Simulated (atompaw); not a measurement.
## Plane-wave convergence, PAW (atompaw) potential for cobalt (Co)

* Element: Co
* Generator: atompaw 4.2.0.5
* Type: PAW
* Functional: PBE
* Relativity: scalar-relativistic
* Frozen core: [Ne]
* Valence charge: 17
* Reference configuration: 3s2 3p6 3d7 4s1.75 4p0.25
* Partial waves: 3s (bound): rc 1.05 bohr; 4s (bound): rc 1.75 bohr; 3p (bound): rc 1.25 bohr; 4p (bound): rc 1.75 bohr; 3d (bound): rc 1.75 bohr; 3d channel at 0.05 Ry: rc 1.75 bohr
* Local potential: bessel scheme, radius 1.65 bohr
* Core correction: smooth core density matched at 1.20 bohr
* Augmentation charge: sinc compensation charge, radius 1.30 bohr; PAW radius 1.75 bohr; waves and projectors: custom rrkj vanderbiltortho

The pseudo-atom Hamiltonian at the reference potential is diagonalised in spherical Bessel functions j_l(qr) that vanish at 20 bohr, with q² up to the cutoff. All-electron valence levels (Ry): 3s -7.5635, 4s -0.4257, 3p -4.8612, 4p -0.1118, 3d -0.6390.

**Question.** How do the lowest levels (Ry) of each channel move with the cutoff, and are there ghosts?

**Answer.**

```tsv
cutoff (Ry)	s #1	s #2	p #1	p #2	p #3	d #1	d #2	f #1	f #2	Σ f·Δε (mRy)
8	-6.9987	-0.2383	-0.1162	0.0316	0.1465	0.0027	0.0614	0.0983	0.2233	34421.2
18	-7.3021	-0.3259	-2.6095	-0.1115	0.0324	-0.5562	0.0469	0.0983	0.2233	14787.6
35	-7.5370	-0.4245	-4.8003	-0.1118	0.0324	-0.6384	0.0465	0.0983	0.2233	425.2
50	-7.5624	-0.4253	-4.8590	-0.1118	0.0324	-0.6388	0.0464	0.0983	0.2233	17.8
80	-7.5631	-0.4256	-4.8608	-0.1118	0.0324	-0.6390	0.0464	0.0983	0.2233	3.6
120	-7.5634	-0.4257	-4.8612	-0.1118	0.0324	-0.6390	0.0464	0.0983	0.2233	0.6
400	-7.5634	-0.4257	-4.8612	-0.1118	0.0324	-0.6390	0.0464	0.0983	0.2233	0.0
```

Result: no extra level below or beside the all-electron valence levels (s, p, d, f tested); 10 mRy is reached at 55 Ry and 1 mRy at 100 Ry.
